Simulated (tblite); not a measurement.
Give a GFN2-xTB geometry of InChI=1S/C5H12O3Si/c1-4(2)8-5(6)9-7-3/h4H,9H2,1-3H3.

Z-matrix in Å and degrees, rows numbered from 1:
```
C 
O   1  1.4042
Si  2  1.6136  1  131.35
C   3  1.9250  2  110.05  1   -48.59
O   4  1.2124  3  124.02  2    27.70
O   4  1.3311  3  112.39  2  -151.30
C   6  1.4422  4  118.64  3   178.19
C   7  1.5247  6  109.70  4    88.58
C   7  1.5214  6  107.03  4  -149.36
H   1  1.0903  2  110.84  3    41.93
H   1  1.0920  2  110.16  3   -79.02
H   1  1.0906  2  107.70  3   161.88
H   3  1.4672  2  113.61  1    70.14
H   3  1.4515  2  100.81  1  -165.97
H   7  1.0981  6  107.53  4   -30.42
H   8  1.0874  7  110.04  6   -60.78
H   8  1.0878  7  110.07  6    59.29
H   8  1.0866  7  109.79  6   179.49
H   9  1.0862  7  109.92  6   178.27
H   9  1.0870  7  110.21  6    58.03
H   9  1.0872  7  109.81  6   -61.53
```

Si3 (oxygen-bound silicon) is distorted tetrahedral (angles from 100.8° to 115.3°). The C–O distances run from 1.212 Å (C4=O5, drawn double) to 1.442 Å (O6–C7, drawn single), a spread of 0.230 Å. Of the pairs four or more bonds apart, O5···H15 is among the closest relative to their van der Waals radii: 2.34 Å, 86 % of the sum of Bondi's values.

Structure optimised with GFN2-xTB, isolated species.

Point group: C1 (no symmetry element, even within 0.4 Å). Its GFN2-xTB frequencies are all real (lowest 17 cm⁻¹). One conformer, not necessarily the lowest (C1–O2–Si3–C4 -49°, O2–Si3–C4–O5 28°, Si3–C4–O6–C7 178°, C4–O6–C7–C8 89°).

The numbers are calculated, not measured.
